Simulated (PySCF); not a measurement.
# Co⁺: excitation energy

Co⁺ [Ar] 3d8 (3F) → Co⁺ [Ar] 3d7 4s1 (5F), as a difference of total energies. Calculation: PySCF 2.14, in x2c-TZVPPall (6s5p4d2f1g, 64 functions); the spin-free X2C one-electron Hamiltonian (Gaussian nucleus). Correlated levels: valence and next inner shell: [Ne] frozen. The calculations carry no spin-orbit coupling.

| method | excitation energy (eV) | error (eV) |
| --- | --- | --- |
| UHF | -1.502 | -1.931 |
| MP2 (valence and next inner shell) | 0.947 | +0.518 |
| SCS-MP2 (valence and next inner shell) | 0.860 | +0.431 |
| CCSD (valence and next inner shell) | 0.105 | -0.324 |
| CCSD(T) (valence and next inner shell) | 0.200 | -0.229 |

Reference: 0.429 eV (measured; NIST levels, between the centres of gravity of the two terms).

Errors of the correlated levels include the incompleteness of this basis and the frozen core.

The basis was made for the ground configuration and has no added diffuse functions, so the excitation energy can come out too high.
